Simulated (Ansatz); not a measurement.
Molecule: C$_{2}$H$_{10}$GeN$_{2}$, net charge 0, singlet state. 
Structure (B3LYP-D3(BJ)/def2-TZVP (Ansatz, a program for electronic structure) minimum search):
SMILES: N[CH2][GeH2][CH2]N
```xyz
15

N      1.8127     1.3874     0.2156
C      1.5113     0.2044    -0.5961
Ge     0.0101    -0.8074     0.2080
C     -1.5192     0.4315     0.4323
N     -1.8433     1.0677    -0.8481
H      2.5949     1.9076    -0.1649
H      1.0248     2.0220     0.2567
H      1.2741     0.4150    -1.6479
H      2.3830    -0.4521    -0.5946
H      0.4300    -1.3632     1.5838
H     -0.3884    -1.9684    -0.7254
H     -2.3753    -0.1642     0.7534
H     -1.2934     1.1296     1.2500
H     -1.0703     1.6217    -1.1955
H     -2.6397     1.6885    -0.7616
```
Charge 0, spin multiplicity 1.

Property: vertical triplet-singlet gap (E(triplet) - E(singlet); each state is the SCF solution reached for its spin), in eV. Cores are frozen in the correlated levels unless marked. UHF or UKS for open shells. Spin-orbit coupling is left out. The frozen core is the preceding noble-gas configuration, with the filled d and f shells of earlier blocks. Non-relativistic. CBS(X,Y): correlation extrapolated as X^-3; Hartree-Fock from the larger set. [CCSD(T)-MP2]/basis is that difference in the basis named.

| level | program | vertical triplet-singlet gap (eV) |
|---|---|---|
| BHLYP/def2-TZVPD | Ansatz | 5.58 |
| CAM-B3LYP/def2-TZVPD | Ansatz | 5.63 |
| wB97M-V/def2-TZVPD | Ansatz | 5.79 |
| CCSD/aug-cc-pVTZ | Ansatz | ___ |
| RI-MP2/CBS(aug-cc-pVTZ,aug-cc-pVQZ)+[CCSD(T)-MP2]/aug-cc-pVTZ | Ansatz | ___ |

Q: Complete the blanks.

A: 
- CCSD/aug-cc-pVTZ, vertical triplet-singlet gap (eV): 5.56
- RI-MP2/CBS(aug-cc-pVTZ,aug-cc-pVQZ)+[CCSD(T)-MP2]/aug-cc-pVTZ, vertical triplet-singlet gap (eV): 5.64
